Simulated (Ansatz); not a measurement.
A nudged elastic band was laid between two geometries of H4OSSi2 (8 atoms, charge 0, multiplicity 1).

Method: RKS CAM-B3LYP-D4/def2-SVP (Ansatz).

```
movable images  : 9
climbing image  : yes
spring          : 5.0 eV/Å²
optimiser       : quadratic models (default)
start path      : IDPP
force threshold : 0.05 eV/Å
iteration limit : 60
end points      : relaxed
```

First end point:

```xyz
8
Properties=species:S:1:pos:R:3
S -2.100 1.381 -0.024
Si -0.029 0.933 0.130
O 0.433 -0.312 1.194
Si 0.966 -0.991 -0.293
H -2.477 0.130 -0.362
H 0.630 2.236 0.376
H 2.432 -1.212 -0.383
H 0.238 -2.223 -0.693
```

Last end point:

```xyz
8
Properties=species:S:1:pos:R:3
S -1.464 1.712 -1.128
Si -0.126 0.883 0.300
O 1.280 0.127 -0.288
Si 0.524 -1.219 0.472
H -1.632 0.567 -1.821
H 0.111 1.966 1.281
H 0.104 -2.288 -0.470
H 1.295 -1.804 1.598
```

Q: Which bonds break or form, and what moves?

A: No bond is made or broken. The dihedral H6–Si2–Si4–O3 goes from 93 to -94°. The two ends are copies of one structure, up to a mirror image or an exchange of like atoms.

Q: What energy profile does the band end with?

A: It converged. The highest image is number 5 of 0 to 10, 1.37 eV above the ends, which have the same energy within 2 meV. A vibrational analysis at the climbing image gives one clearly imaginary mode, 311i cm⁻¹: a first-order saddle point.

| image | path coordinate (Å) | energy (eV) | dihedral H6–Si2–Si4–O3 (°) |
| --- | --- | --- | --- |
| 0 | 0.00 | 0.00 | 93 |
| 1 | 0.56 | 0.04 | 86 |
| 2 | 1.13 | 0.22 | 73 |
| 3 | 1.69 | 0.60 | 53 |
| 4 | 2.25 | 1.09 | 27 |
| 5 | 2.82 | 1.37 | 0 |
| 6 | 3.38 | 1.09 | -28 |
| 7 | 3.95 | 0.60 | -54 |
| 8 | 4.51 | 0.22 | -74 |
| 9 | 5.08 | 0.04 | -86 |
| 10 | 5.65 | 0.00 | -94 |

Q: What is the geometry of the highest image?

A: 
```xyz
8
Properties=species:S:1:pos:R:3
S -1.311 1.873 -1.063
Si -0.143 0.831 0.400
O 0.780 -0.186 1.390
Si 0.585 -1.278 0.059
H -1.370 0.912 -2.007
H -0.175 1.994 1.333
H 1.869 -1.674 -0.583
H -0.142 -2.529 0.415
```

Q: What are the harmonic wavenumbers there?

A: 311i, 191, 353, 382, 431, 451, 594, 636, 653, 765, 783, 918, 1002, 1076, 2228, 2237, 2242, 2727 cm⁻¹.

Run time: 120 s on 2 threads of Arm Neoverse V2, with other jobs on the host, peak memory 0.22 GiB.
